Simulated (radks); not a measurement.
Species: Gd IX. Configuration: [Kr] 4d10 4f6 5s2 5p2.

Calculated with a radial shooting solver on a logarithmic mesh with Libxc functionals: non-relativistic Kohn-Sham, TPSS, spin-polarised, spherical densities, point nucleus; open shells are filled with parallel spins first (spin-orbit coupling, left out, can overturn this in heavy ions); meta-GGA in the generalised Kohn-Sham scheme; relativity is left out, which matters for an element this heavy.

Energy parts (hartree):
part                       energy
total                 -10806.5065
kinetic                10803.5490
electron-nucleus      -25394.0020
Hartree                 4019.2539
exchange-correlation    -235.3074

Orbitals (lengths in bohr, moments of r in powers of bohr; <r^-3> diverges for s and p1/2; r(90%) holds 90 % of the orbital's charge):
orbital  occ.  eigenvalue (hartree)  <r^-3>      <r^4>  r(90%)   <1/r>
1s up       1             -1735.919       -  1.422e-06  0.0421   63.47
1s down     1             -1735.912       -  1.422e-06  0.0421   63.47
2s up       1             -280.1546       -  0.0002401   0.155   14.76
2s down     1             -280.1512       -  0.0002401   0.155   14.76
2p up       3             -266.6452    8943  0.0001533   0.138   14.77
2p down     3             -266.6392    8943  0.0001533   0.138   14.77
3s up       1             -65.35848       -   0.008939   0.380   5.566
3s down     1             -65.25357       -   0.008899   0.380   5.573
3p up       3             -59.34844    1819   0.008200   0.373   5.501
3p down     3             -59.24738    1824   0.008159   0.373   5.508
3d up       5             -48.18841   310.9   0.005944   0.345   5.398
3d down     5             -48.10747   311.8   0.005903   0.345   5.404
4s up       1             -16.49377       -     0.2149   0.838   2.381
4s down     1             -16.26505       -     0.2150   0.838   2.378
4p up       3             -14.13544   404.0     0.2446   0.867   2.289
4p down     3             -13.90231   402.4     0.2446   0.868   2.286
4d up       5              -9.93883   58.90     0.3340   0.941   2.093
4d down     5              -9.69730   58.68     0.3343   0.941   2.091
5s up       1              -5.47156       -      4.686    1.81   1.029
5s down     1              -5.24077       -      4.937    1.83   1.017
4f up       6              -4.77566   9.881     0.8572    1.19   1.688
5p up       2              -4.71461   80.24      6.175    1.94  0.9573
4f down     0              -4.52207   9.841     0.8956    1.20   1.683
5p down     0              -4.49927   76.84      6.639    1.98  0.9405

The highest occupied level is 5p up at -128.29 eV. The spin density at the nucleus is -1.013 e/bohr^3 (1s -0.168, 2s -0.155, 3s -5.078, 4s 1.787, 5s 2.600).
